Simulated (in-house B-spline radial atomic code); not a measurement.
Inner levels of manganese as electrons are removed. A shift is the extra binding of the orbital against the neutral atom ([Ar] 3d5 4s2). Computed with a B-spline radial code for spherical atoms: non-relativistic Hartree-Fock, average of the configuration, point nuclei.

```json
{"ion": "Mn", "configuration": "[Ar] 3d5 4s2", "shift of 2p (eV)": "0", "shift of 3s (eV)": "0", "shift of 1s (eV)": "0", "radius of 2p (bohr)": "0.24751", "radius of 3s (bohr)": "0.85883", "radius of 1s (bohr)": "0.061527", "Σ<r²> (bohr²)": "43.029", "change of density at nucleus (bohr⁻³)": "-"}
{"ion": "Mn+", "configuration": "[Ar] 3d5 4s1", "shift of 2p (eV)": "7.9427", "shift of 3s (eV)": "7.915", "shift of 1s (eV)": "8.0279", "radius of 2p (bohr)": "0.24751", "radius of 3s (bohr)": "0.85973", "radius of 1s (bohr)": "0.061527", "Σ<r²> (bohr²)": "26.664", "change of density at nucleus (bohr⁻³)": "-2.1956"}
{"ion": "Mn2+", "configuration": "[Ar] 3d5", "shift of 2p (eV)": "?", "shift of 3s (eV)": "?", "shift of 1s (eV)": "?", "radius of 2p (bohr)": "?", "radius of 3s (bohr)": "?", "radius of 1s (bohr)": "?", "Σ<r²> (bohr²)": "?", "change of density at nucleus (bohr⁻³)": "?"}
{"ion": "Mn3+", "configuration": "[Ar] 3d4", "shift of 2p (eV)": "37.383", "shift of 3s (eV)": "35.834", "shift of 1s (eV)": "37.005", "radius of 2p (bohr)": "0.24748", "radius of 3s (bohr)": "0.85125", "radius of 1s (bohr)": "0.061529", "Σ<r²> (bohr²)": "13.176", "change of density at nucleus (bohr⁻³)": "-4.0886"}
{"ion": "Mn4+", "configuration": "[Ar] 3d3", "shift of 2p (eV)": "?", "shift of 3s (eV)": "?", "shift of 1s (eV)": "?", "radius of 2p (bohr)": "?", "radius of 3s (bohr)": "?", "radius of 1s (bohr)": "?", "Σ<r²> (bohr²)": "?", "change of density at nucleus (bohr⁻³)": "?"}
{"ion": "Mn5+", "configuration": "[Ar] 3d2", "shift of 2p (eV)": "86.905", "shift of 3s (eV)": "79.407", "shift of 1s (eV)": "84.969", "radius of 2p (bohr)": "0.24727", "radius of 3s (bohr)": "0.82696", "radius of 1s (bohr)": "0.061534", "Σ<r²> (bohr²)": "9.2816", "change of density at nucleus (bohr⁻³)": "3.4514"}
{"ion": "Mn6+", "configuration": "[Ar] 3d1", "shift of 2p (eV)": "116", "shift of 3s (eV)": "103.89", "shift of 1s (eV)": "113.22", "radius of 2p (bohr)": "0.24707", "radius of 3s (bohr)": "0.81326", "radius of 1s (bohr)": "0.061538", "Σ<r²> (bohr²)": "7.8919", "change of density at nucleus (bohr⁻³)": "8.5878"}
{"ion": "Mn7+", "configuration": "[Ne] 3s2 3p6", "shift of 2p (eV)": "147.78", "shift of 3s (eV)": "129.93", "shift of 1s (eV)": "144.16", "radius of 2p (bohr)": "0.2468", "radius of 3s (bohr)": "0.7991", "radius of 1s (bohr)": "0.061542", "Σ<r²> (bohr²)": "6.7292", "change of density at nucleus (bohr⁻³)": "14.585"}
{"ion": "Mn8+", "configuration": "[Ne] 3s2 3p5", "shift of 2p (eV)": "?", "shift of 3s (eV)": "?", "shift of 1s (eV)": "?", "radius of 2p (bohr)": "?", "radius of 3s (bohr)": "?", "radius of 1s (bohr)": "?", "Σ<r²> (bohr²)": "?", "change of density at nucleus (bohr⁻³)": "?"}
{"ion": "Mn9+", "configuration": "[Ne] 3s2 3p4", "shift of 2p (eV)": "217.21", "shift of 3s (eV)": "181.15", "shift of 1s (eV)": "219.31", "radius of 2p (bohr)": "0.24643", "radius of 3s (bohr)": "0.77428", "radius of 1s (bohr)": "0.061528", "Σ<r²> (bohr²)": "4.8137", "change of density at nucleus (bohr⁻³)": "32.862"}
{"ion": "Mn10+", "configuration": "[Ne] 3s2 3p3", "shift of 2p (eV)": "254.22", "shift of 3s (eV)": "208", "shift of 1s (eV)": "259.74", "radius of 2p (bohr)": "0.24597", "radius of 3s (bohr)": "0.76249", "radius of 1s (bohr)": "0.061519", "Σ<r²> (bohr²)": "3.9752", "change of density at nucleus (bohr⁻³)": "42.952"}
{"ion": "Mn11+", "configuration": "[Ne] 3s2 3p2", "shift of 2p (eV)": "292.71", "shift of 3s (eV)": "235.64", "shift of 1s (eV)": "302.06", "radius of 2p (bohr)": "0.24546", "radius of 3s (bohr)": "0.75108", "radius of 1s (bohr)": "0.06151", "Σ<r²> (bohr²)": "3.2036", "change of density at nucleus (bohr⁻³)": "53.682"}
{"ion": "Mn12+", "configuration": "[Ne] 3s2 3p1", "shift of 2p (eV)": "332.67", "shift of 3s (eV)": "264.08", "shift of 1s (eV)": "346.24", "radius of 2p (bohr)": "0.24489", "radius of 3s (bohr)": "0.74004", "radius of 1s (bohr)": "0.0615", "Σ<r²> (bohr²)": "2.4914", "change of density at nucleus (bohr⁻³)": "65.055"}
{"ion": "Mn13+", "configuration": "[Ne] 3s2", "shift of 2p (eV)": "374.07", "shift of 3s (eV)": "293.3", "shift of 1s (eV)": "392.29", "radius of 2p (bohr)": "0.24427", "radius of 3s (bohr)": "0.72934", "radius of 1s (bohr)": "0.061488", "Σ<r²> (bohr²)": "1.8323", "change of density at nucleus (bohr⁻³)": "77.076"}
{"ion": "Mn14+", "configuration": "[Ne] 3s1", "shift of 2p (eV)": "415.97", "shift of 3s (eV)": "326.84", "shift of 1s (eV)": "438", "radius of 2p (bohr)": "0.24366", "radius of 3s (bohr)": "0.71761", "radius of 1s (bohr)": "0.061486", "Σ<r²> (bohr²)": "1.2083", "change of density at nucleus (bohr⁻³)": "-3.8949"}
```

(1) Fill in the row of Mn2+.

(2) Fill in the row of Mn4+.

(3) Fill in the row of Mn8+.

## Answers

(1) shift of 2p (eV): 17.514; shift of 3s (eV): 17.369; shift of 1s (eV): 17.749; radius of 2p (bohr): 0.24751; radius of 3s (bohr): 0.86048; radius of 1s (bohr): 0.061527; Σ<r²> (bohr²): 16.186; change of density at nucleus (bohr⁻³): -6.375.

(2) shift of 2p (eV): 60.627; shift of 3s (eV): 56.644; shift of 1s (eV): 59.508; radius of 2p (bohr): 0.2474; radius of 3s (bohr): 0.83981; radius of 1s (bohr): 0.061531; Σ<r²> (bohr²): 10.988; change of density at nucleus (bohr⁻³): -0.7906.

(3) shift of 2p (eV): 181.72; shift of 3s (eV): 155.12; shift of 1s (eV): 180.78; radius of 2p (bohr): 0.24684; radius of 3s (bohr): 0.78648; radius of 1s (bohr): 0.061535; Σ<r²> (bohr²): 5.728; change of density at nucleus (bohr⁻³): 23.407.
